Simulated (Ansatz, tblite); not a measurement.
Removing an electron: [TaOF4]- (TaOF4⁻). The state is a singlet with charge -1. Geometry: r2SCAN-D4/def2-SVPD. Ansatz, gas phase; energy differences of separate SCF runs; the oxidised species was run as a doublet alone.

```xyz
6

Ta   -0.007    0.036    0.048
O    -0.205    1.081    1.434
F     0.715    1.165   -1.365
F    -1.688    0.133   -0.930
F    -0.609   -1.724    0.625
F     1.794   -0.691    0.189
```

In the def2 sets Ta takes a core potential; there is no spin–orbit coupling. The xTB rows come from tblite.

Task: Estimate orbital energies and vertical ionisation energies at: GFN1-xTB; GFN2-xTB; PBE-D4/def2-TZVPD; r2SCAN-D4/def2-TZVPD; PBE0-D4/def2-TZVPD.

Result: 
```json
{"level": "GFN1-xTB", "−HOMO (eV)": "7.42", "vertical IE (eV)": "10.63", "−LUMO (eV)": "2.96", "HOMO–LUMO gap (eV)": "4.46"}
{"level": "GFN2-xTB", "−HOMO (eV)": "7.24", "vertical IE (eV)": "11.13", "−LUMO (eV)": "2.91", "HOMO–LUMO gap (eV)": "4.32"}
{"level": "PBE-D4/def2-TZVPD", "−HOMO (eV)": "2.96", "vertical IE (eV)": "6.38", "−LUMO (eV)": "-2.67", "HOMO–LUMO gap (eV)": "5.63"}
{"level": "r2SCAN-D4/def2-TZVPD", "−HOMO (eV)": "3.30", "vertical IE (eV)": "6.46", "−LUMO (eV)": "-2.84", "HOMO–LUMO gap (eV)": "6.15"}
{"level": "PBE0-D4/def2-TZVPD", "−HOMO (eV)": "4.60", "vertical IE (eV)": "6.65", "−LUMO (eV)": "-3.57", "HOMO–LUMO gap (eV)": "8.17"}
```

Relaxing the oxidised species (r2SCAN-D4/def2-SVPD) changes its energy by -0.84 eV at PBE-D4/def2-TZVPD, so the adiabatic ionisation energy to this nearest minimum is 5.54 eV. At PBE0-D4/def2-TZVPD it is 5.51 eV.   Raw xTB energy differences between charge states are shifted by several eV; the methods need an empirical correction for them.
